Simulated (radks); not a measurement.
The numbers below are computed, except where a source is named.
Spherical quantum dot in the effective-mass picture: electrons in a well V = -V0 / (1 + exp((r - R)/a)) with V0 = 25.3, R = 2.55, a = 0.17, with a point charge +1 (a donor) at the centre, all in effective atomic units (hartree* = m*/eps^2 hartree, bohr* = eps/m* bohr), one dielectric constant everywhere. Level of theory: non-relativistic Kohn-Sham, LDA (Slater exchange, Perdew-Wang correlation), spin-polarised, spherical densities (a radial shooting solver with Libxc functionals). Levels are named by radial order and angular momentum (1s, 1p, 1d, 2s, ...), and open shells are averaged over m. Results are scaled to m* = 0.13 and eps = 5.6, for which hartree* = 112.8 meV and bohr* = 2.28 nm.

N = 12, configuration 1s2 1p6 1d(up 4, down 0). This is the lowest configuration that the search found. Occupied and some empty levels:

| level | occupation | eigenvalue (meV) | <r> (nm) |
|---|---|---|---|
| 1s up | 1 | -2100.5 | 2.963 |
| 1s down | 1 | -2090.0 | 2.917 |
| 1p up | 3 | -2015.1 | 3.532 |
| 1p down | 3 | -2002.0 | 3.521 |
| 1d up | 4 | -1908.1 | 3.811 |
| 1d down | 0 | -1894.3 | 3.810 |
| 2s up | 0 | -1865.1 | 2.676 |
| 2s down | 0 | -1858.2 | 2.703 |
| 1f up | 0 | -1776.1 | 4.015 |
| 1f down | 0 | -1762.2 | 4.017 |
| 2p up | 0 | -1656.6 | 3.104 |
| 2p down | 0 | -1648.3 | 3.103 |

Energy (meV): total -28373.4, kinetic 2162.6, external -34522, Hartree 4731.6, exchange-correlation -745.93.

Electron density:

| r (nm) | n(r) (e/nm^3) |
|---|---|
| 0.146 | 0.03187 |
| 0.696 | 0.02335 |
| 1.25 | 0.02210 |
| 1.80 | 0.02509 |
| 2.35 | 0.02994 |
| 2.90 | 0.03364 |
| 3.45 | 0.03250 |
| 4.00 | 0.02459 |
| 4.55 | 0.01278 |
| 5.10 | 0.003828 |
| 5.65 | 0.0005439 |
| 6.20 | 0.00003687 |
| 6.75 | 1.668e-06 |
| 7.30 | 6.548e-08 |
